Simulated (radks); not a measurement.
Removal energies from the mercury ion Hg10+, [Xe] 4f14 5d2, by Delta-SCF beside the eigenvalue of the level emptied. Calculated with a radial shooting solver on a logarithmic mesh with Libxc functionals: non-relativistic Kohn-Sham, PBE, spin-polarised, spherical densities, point nucleus. Open shells are filled with parallel spins first.

| removed from | final configuration | Delta-SCF (eV) | -eigenvalue (eV) |
|---|---|---|---|
| 5d | [Xe] 4f14 5d1 | 174.38 | 164.86 |
| 5p | [Kr] 4d10 4f14 5s2 5p5 5d2 | 230.73 | 220.27 |
| 5s | [Kr] 4d10 4f14 5s1 5p6 5d2 | 265.37 | 254.42 |
| 4f | [Xe] 4f13 5d2 | 302.27 | 283.60 |
